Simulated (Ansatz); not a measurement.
Born–Oppenheimer molecular dynamics of ClGaH$_{4}$ (6 atoms, charge 0, multiplicity 1). It starts at the highest image of a converged band, a first-order saddle point between two minima.

Theory: Ansatz 0.2.0, RKS PBE0-D4/def2-SVP.

| Item | Value |
| --- | --- |
| ensemble | NVE (velocity Verlet) |
| time step | 0.5 fs |
| steps asked | 200 |
| starting velocities drawn for | 100 K |
| seed | 6560 |

First frame:

```xyz
6
Properties=species:S:1:pos:R:3
Ga 0.009 -0.097 -0.002
H 0.017 0.061 1.677
H 1.423 0.136 -0.603
H -1.423 0.062 -0.583
Cl 0.077 -2.437 0.974
H 0.047 -1.117 1.647
```

Problem. How far do the bonds stretch over the last three quarters of this one trajectory? (Pairs bonded in most of those frames.)

Solution. 
| bond | mean (Å) | spread (Å) | shortest | longest |
| --- | --- | --- | --- | --- |
| Ga1–H2 | 1.580 | 0.015 | 1.56 | 1.62 |
| Ga1–H3 | 1.576 | 0.024 | 1.54 | 1.61 |
| Ga1–H4 | 1.571 | 0.023 | 1.54 | 1.61 |
| Cl5–H6 | 1.294 | 0.014 | 1.27 | 1.33 |

Mean temperature of the second half: 280 K. The conserved energy stayed within 0.037 meV per atom of its start (net change 0.0038 meV per atom), so the integration is sound. The kinetic energy rose, since the run started high on the potential surface and went downhill. It ends in pieces (ClH + GaH3), so much of that is their flight and rotation, not heat. A run of 0.1 ps of so small a system gives no equilibrium averages. The orbitals stay closed-shell, which can raise the energy where a bond breaks towards radicals; this wasn't checked here.

Run time: 6 min on 1 thread of Arm Neoverse V2, with other jobs on the host, peak memory 0.14 GiB.
